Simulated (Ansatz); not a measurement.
Mulliken charges of ClFHOSV (`[OH][V]([F])(=[S])[Cl]`) from PBE/def2-TZVPP in Ansatz (PBE0-D4/def2-TZVP geometry).

```tsv
atom	x (Å)	y (Å)	z (Å)	charge (e)
O1	-0.455	0.324	1.266	-0.369
V2	0.298	-0.016	-0.256	0.831
F3	1.946	-0.432	-0.016	-0.292
S4	-0.651	-1.528	-1.128	-0.208
Cl5	0.145	1.700	-1.525	-0.190
H6	-1.240	-0.111	1.613	0.228
```

Problem. By hand: the dipole of these point charges (1 e Å = 4.8032 D).

Solution. Σ q r = (-0.328, -0.037, 0.217) e Å, of length 0.395 e Å = 1.90 D.

Problem. How does the dipole of the full density compare? (Estimate.)

Solution. The calculation gave: (-0.367, -0.087, 0.285) e Å, 2.27 D; the point charges give 0.84 times that, at 7° from its direction.

Point charges leave out the atoms' own dipoles, such as those of lone pairs, and Mulliken's split depends on the basis, so the two needn't agree.
